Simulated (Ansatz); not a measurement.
`F[SiH]([SeH])O[SiH3]` + `CBN` → `CBN[SiH3]` + `O[SiH](F)[SeH]`  (ligand exchange at the Si–O bond)

Gas-phase electronic energies from Ansatz, PBE0-D4/def2-TZVP geometries. CBS: MP2 limit from def2 TZ/QZ plus the TZ coupled-cluster correction, frozen cores. Functionals use def2-TZVPP. HSE06 is defined as in plane-wave codes. For Se outer-core shells are correlated without core-valence functions, which leaves a few kJ/mol of doubt a bond. Scalar relativity is left out up to krypton. Each species was taken in one conformer, which may not be the lowest.

```tsv
level	ΔE (kcal/mol)	difference from CCSD(T)/CBS
r2SCAN-D4	14.8	-0.3
HSE06-D4	14.1	-1.0
BHLYP-D4	16.9	1.8
CAM-B3LYP-D4	16.1	1.0
ωB97X-V	15.0	-0.1
revPBE	13.5	-1.6
LC-ωPBE	14.5	-0.6
MP2/def2-TZVPP	14.9	-0.2
HF/def2-QZVPP	18.2	3.1
MP2/CBS(def2)	15.1	0.0
CCSD(T)/CBS	15.1	0
```

Largest T1 diagnostic among the species: 0.012.

From BLYP to BHLYP (50 % exact exchange), in def2-TZVPP and without D4, ΔE moves by +1.3 kcal/mol. Leaving LDA and LC-ωPBE aside and taking each functional with its dispersion term where it has one, the values, not all of them listed here, spread over 4.2 kcal/mol, from revPBE-D4 to BHLYP-D4.
